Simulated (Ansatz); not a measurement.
Geometry optimisation, RHF/6-31G* in Ansatz 0.2.0.

input.yaml

```yaml
crystal:
  periodic: [false, false, false]
  atoms:
    - { symbol: B, position_ang: [0.090834, 0.626225, -0.458356] }
    - { symbol: F, position_ang: [-0.206683, 0.076473, 1.996785] }
    - { symbol: "N", position_ang: [1.290465, 0.052467, -0.879966] }
    - { symbol: H, position_ang: [1.340918, -0.806596, -1.382934] }
    - { symbol: H, position_ang: [2.183038, 0.430142, -0.652687] }
    - { symbol: C, position_ang: [-1.316218, 0.004397, -0.84735] }
    - { symbol: H, position_ang: [-1.425232, -1.00218, -0.450648] }
    - { symbol: H, position_ang: [-2.159418, 0.58503, -0.486033] }
    - { symbol: H, position_ang: [-1.413022, -0.067633, -1.929785] }
    - { symbol: H, position_ang: [0.184317, 1.673901, 0.113558] }
    - { symbol: H, position_ang: [-0.0098, 0.953274, 1.820917] }
basis:
  gaussian: { orbitals: "6-31G*" }
hamiltonian:
  xc: hf
relax:
  f_tol: 0.03
  max_steps: 50
```

Launched with:

```bash
$ ansatz run input.yaml --threads 1 --pin off --max-ram 2048MiB --backend cpu --events-out ev --progress --plain --runs-dir out
```

Where does it end, and by what steps?

The forces met the threshold. After 9 steps the energy has fallen by 0.107 eV; F2 moved furthest, 0.59 Å.

```tsv
step	energy less start (eV)	largest force component (eV/Å)	accepted
0	0.0000	0.518	yes
1	-0.0830	0.378	yes
2	-0.0913	0.949	yes
3	-0.1029	0.102	yes
4	-0.1047	0.310	yes
5	-0.1007	0.697	no
6	-0.1050	0.171	yes
7	-0.1070	0.066	yes
8	-0.1072	0.081	yes
9	-0.1074	0.009	yes
```

```xyz
11
Properties=species:S:1:pos:R:3
B 0.098 0.606 -0.551
F -0.182 0.229 2.566
N 1.295 0.033 -0.972
H 1.341 -0.796 -1.523
H 2.189 0.396 -0.730
C -1.313 -0.006 -0.946
H -1.394 -1.040 -0.613
H -2.149 0.539 -0.522
H -1.441 -0.013 -2.027
H 0.191 1.604 0.115
H -0.076 0.973 2.048
```

Whether the end is a true minimum wasn't checked by a vibrational analysis.

Time of the run: 17 s on 1 thread of Arm Neoverse V1 (shared host), peak memory 0.15 GiB.
